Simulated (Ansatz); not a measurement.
Consider the ligand exchange at a Ge–N bond: `F[SiH](Cl)[NH][GeH3]` + `F[SiH]1CN1` → `F[SiH]1C[N]1[GeH3]` + `N[SiH](F)Cl`.

Isolated molecules relaxed with PBE0-D4/def2-TZVP in Ansatz; ΔE leaves out vibrations. CBS: MP2 limit from def2 TZ/QZ plus the TZ coupled-cluster correction, frozen cores. Functionals use def2-TZVPP. B3LYP here is the variant with VWN-RPA as its local correlation; programs differ in this. For Ge outer-core shells are correlated without core-valence functions, which leaves a few kJ/mol of doubt a bond. Scalar relativity is left out up to krypton. One conformer a species, not always the lowest.

`F[SiH](Cl)[NH][GeH3]`:

Cartesian coordinates in Å:
```
F 1.563 -2.027 0.066
Si 1.364 -0.491 0.440
Cl 3.191 0.379 0.158
N 0.216 0.290 -0.517
Ge -1.605 0.392 -0.217
H 0.974 -0.452 1.858
H 0.527 0.655 -1.406
H -1.831 -0.172 1.191
H -2.359 -0.438 -1.268
H -2.039 1.864 -0.305
```

`F[SiH]1CN1`:

Cartesian coordinates in Å:
```
F -1.991 -0.792 -0.494
Si -0.924 0.217 0.126
C 0.765 -0.378 0.440
N 0.495 0.611 -0.669
H -1.691 1.259 0.824
H 1.440 -0.019 1.215
H 0.984 -1.401 0.131
H 0.922 0.503 -1.573
```

`F[SiH]1C[N]1[GeH3]`:

Cartesian coordinates in Å:
```
F -1.207 -0.322 2.612
Si -0.189 0.433 1.651
C -0.729 1.188 0.088
N 0.056 -0.103 0.094
Ge 0.660 -1.103 -1.305
H 0.925 0.881 2.504
H -1.766 1.097 -0.238
H -0.223 2.044 -0.359
H 1.480 -2.260 -0.716
H 1.531 -0.219 -2.217
H -0.537 -1.637 -2.115
```

`N[SiH](F)Cl`:

Z-matrix (Å, degrees):
```
Si
F 1 1.593
Cl 1 2.039 2 105.8
N 1 1.685 2 114.5 3 -118.7
H 1 1.471 2 106.2 3 118.7
H 4 1.006 1 122.2 2 81.4
H 4 1.006 1 121.7 2 -76.3
```

```tsv
level	ΔE (kcal/mol)	difference from CCSD(T)/CBS
PBE-D4	-3.2	0.1
PBE0-D4	-3.3	0.0
B3LYP-D4	-3.7	-0.4
ωB97X-V	-3.1	0.2
ωB97M-V	-3.0	0.3
B2PLYP	-3.7	-0.4
PBE	-3.1	0.2
r2SCAN	-3.4	-0.1
B3LYP	-3.5	-0.2
HF/def2-TZVPP	-4.1	-0.8
MP2/def2-TZVPP	-4.0	-0.7
SCS-MP2/def2-TZVPP	-3.8	-0.5
CCSD/def2-TZVPP	-3.4	-0.1
CCSD(T)/def2-TZVPP	-3.4	-0.1
HF/def2-QZVPP	-4.1	-0.8
HF/CBS(def2)	-4.2	-0.9
CCSD(T)/CBS	-3.3	0
```

Largest T1 diagnostic among the species: 0.012.
